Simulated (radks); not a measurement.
The numbers below are computed, except where a source is named.
All-electron atom: W24+ in [Kr] 4d10 4f4.

Code: a radial shooting solver on a logarithmic mesh with Libxc functionals. Model: scalar-relativistic Kohn-Sham, PBE, spin-polarised, spherical densities, finite nucleus; open shells are filled with parallel spins first (spin-orbit coupling, left out, can overturn this in heavy ions); Fermi nuclear charge, rms radius 5.3658 fm.

Energy parts (hartree):
part                       energy
total                 -15892.8679
kinetic                17530.9137
electron-nucleus      -37894.4282
Hartree                 4764.5713
exchange-correlation    -293.9247

Orbitals (lengths in bohr, moments of r in powers of bohr; r(90%) holds 90 % of the orbital's charge):
| orbital | occ. | eigenvalue (hartree) | <1/r> | r(90%) | <r^4> |
|---|---|---|---|---|---|
| 1s up | 1 | -2580.056 | 87.05 | 0.0334 | 5.819e-07 |
| 1s down | 1 | -2580.057 | 87.05 | 0.0334 | 5.819e-07 |
| 2s up | 1 | -467.8420 | 20.35 | 0.120 | 0.00008763 |
| 2s down | 1 | -467.8375 | 20.35 | 0.120 | 0.00008762 |
| 2p up | 3 | -412.6254 | 18.45 | 0.113 | 0.00006883 |
| 2p down | 3 | -412.6222 | 18.45 | 0.113 | 0.00006881 |
| 3s up | 1 | -128.8611 | 7.548 | 0.294 | 0.003191 |
| 3s down | 1 | -128.7127 | 7.555 | 0.294 | 0.003181 |
| 3p up | 3 | -112.4935 | 6.972 | 0.300 | 0.003421 |
| 3p down | 3 | -112.3445 | 6.979 | 0.300 | 0.003408 |
| 3d up | 5 | -93.66351 | 6.583 | 0.282 | 0.002634 |
| 3d down | 5 | -93.55034 | 6.590 | 0.282 | 0.002620 |
| 4s up | 1 | -46.53502 | 3.353 | 0.616 | 0.06259 |
| 4s down | 1 | -46.29601 | 3.347 | 0.616 | 0.06285 |
| 4p up | 3 | -40.88896 | 3.093 | 0.650 | 0.07716 |
| 4p down | 3 | -40.65994 | 3.086 | 0.651 | 0.07757 |
| 4d up | 5 | -33.81491 | 2.839 | 0.684 | 0.09242 |
| 4d down | 5 | -33.58891 | 2.831 | 0.685 | 0.09320 |
| 4f up | 4 | -26.08999 | 2.562 | 0.699 | 0.09788 |
| 4f down | 0 | -25.84273 | 2.555 | 0.702 | 0.09969 |

The highest occupied level is 4f up at -709.94 eV. The density falls to 0.001 e/bohr^3 at r = 1.35 bohr.
